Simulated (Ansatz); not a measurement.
Z-matrix (Å, degrees):
```
B
F 1 1.309
Br 1 1.903 2 119.0
Cl 1 1.737 2 119.4 3 -180.0
```

Charge 0, multiplicity 1.

Task: List the CAM-B3LYP/def2-TZVPP orbital energies in eV (the Gaussian-basis code of Ansatz). (Best estimate.)

Result: The calculation gave: Occupied: -13141.53, -2765.21, -1703.03, -1534.78, -1534.73, -1534.71, -674.90, -260.00, -239.12, -199.05, -198.93, -198.88, -189.96, -180.04, -179.86, -179.81, -74.38, -74.33, -74.29, -74.15, -74.15, -36.46, -25.97, -24.20, -18.14, -16.01, -15.73, -15.14, -12.46, -11.95, -11.48, -10.58, -10.21. Lowest empty: -0.01, 1.43, 2.44, 3.63, 3.72, 4.06, 4.39, 6.28.
